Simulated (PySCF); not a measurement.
# Basis-set dependence of population analyses: methyltrichlorosilane

Species: methyltrichlorosilane, CH₃Cl₃Si.
Structure used (PBE0-D3(BJ)/def2-SVP), in Å, numbered top down from 1:
```
atom  x, y, z in Å
C1    -0.998   -0.317    0.091
Si2    0.753    0.243   -0.080
Cl3    1.671   -0.725   -1.639
Cl4    0.848    2.263   -0.437
Cl5    1.808   -0.150    1.636
H6    -1.035   -1.413    0.181
H7    -1.450    0.130    0.989
H8    -1.580   -0.012   -0.791
```

PBE0 throughout (PySCF), one geometry, spherical d and f functions. Geometry: PBE0-D3(BJ)/def2-SVP; no solvent, vibrations or thermal averaging. Atoms taken as equivalent share a column and are averaged.

Mulliken charges (e):

```json
{"basis": "STO-3G", "functions": "44", "C1": "-0.397", "Si2": "+0.933", "Cl3/Cl4/Cl5": "-0.287", "H6/H7/H8": "+0.109"}
{"basis": "6-31G", "functions": "67", "C1": "-0.808", "Si2": "+0.657", "Cl3/Cl4/Cl5": "-0.193", "H6/H7/H8": "+0.244"}
{"basis": "6-31G*", "functions": "92", "C1": "-0.755", "Si2": "+0.657", "Cl3/Cl4/Cl5": "-0.201", "H6/H7/H8": "+0.233"}
{"basis": "def2-SVP", "functions": "101", "C1": "-0.339", "Si2": "+0.718", "Cl3/Cl4/Cl5": "-0.226", "H6/H7/H8": "+0.100"}
{"basis": "6-311+G(2d,p)", "functions": "185", "C1": "-0.598", "Si2": "+0.565", "Cl3/Cl4/Cl5": "-0.169", "H6/H7/H8": "+0.180"}
{"basis": "def2-TZVP", "functions": "197", "C1": "-0.478", "Si2": "+0.629", "Cl3/Cl4/Cl5": "-0.208", "H6/H7/H8": "+0.157"}
```

IAO charges (e):

```csv
basis,functions,C1,Si2,Cl3/Cl4/Cl5,H6/H7/H8
STO-3G,44,-0.641,+0.877,-0.239,+0.161
6-31G,67,-0.731,+0.903,-0.249,+0.192
6-31G*,92,-0.739,+1.063,-0.287,+0.179
def2-SVP,101,-0.730,+1.075,-0.287,+0.172
"6-311+G(2d,p)",185,-0.756,+1.100,-0.295,+0.180
def2-TZVP,197,-0.761,+1.120,-0.300,+0.180
```

Hirshfeld charges (e):

```
        basis  functions      C1     Si2  Cl3/Cl4/Cl5  H6/H7/H8
       STO-3G         44  -0.103  +0.696       -0.233    +0.035
        6-31G         67  -0.183  +0.376       -0.127    +0.063
       6-31G*         92  -0.183  +0.360       -0.121    +0.062
     def2-SVP        101  -0.208  +0.358       -0.107    +0.057
6-311+G(2d,p)        185  -0.209  +0.359       -0.108    +0.058
    def2-TZVP        197  -0.213  +0.359       -0.107    +0.058
```

Problem. Which scheme is steadiest as the basis changes?

Solution. Largest range over the bases for any column: IAO 0.24 e, Hirshfeld 0.34 e, Mulliken 0.47 e. IAO charges move least and Mulliken charges most, counted in e. Without the minimal STO-3G basis the ranges are IAO 0.22, Hirshfeld 0.03, Mulliken 0.47 e.

Problem. How much do the charges still move between the two largest bases, 6-311+G(2d,p) and def2-TZVP?

Solution. At most, over all atoms: Mulliken 0.119 e, IAO 0.021 e, Hirshfeld 0.004 e.

Problem. What do the same runs give for the total energy, the frontier levels and the dipole moment?

Solution. 
```json
{"basis": "STO-3G", "energy (Eh)": "-1690.7617", "HOMO (eV)": "-7.58", "LUMO (eV)": "1.93", "μ (D)": "3.03"}
{"basis": "6-31G", "energy (Eh)": "-1709.3515", "HOMO (eV)": "-9.49", "LUMO (eV)": "-0.67", "μ (D)": "3.12"}
{"basis": "6-31G*", "energy (Eh)": "-1709.4739", "HOMO (eV)": "-9.21", "LUMO (eV)": "0.08", "μ (D)": "2.47"}
{"basis": "def2-SVP", "energy (Eh)": "-1709.0020", "HOMO (eV)": "-9.03", "LUMO (eV)": "0.56", "μ (D)": "2.12"}
{"basis": "6-311+G(2d,p)", "energy (Eh)": "-1709.6166", "HOMO (eV)": "-9.17", "LUMO (eV)": "-0.38", "μ (D)": "2.11"}
{"basis": "def2-TZVP", "energy (Eh)": "-1709.6285", "HOMO (eV)": "-9.16", "LUMO (eV)": "0.11", "μ (D)": "2.02"}
```

The dipole is fixed by the density alone, so its range of 1.10 D shows that the density itself changes with the basis, not only its division among atoms.
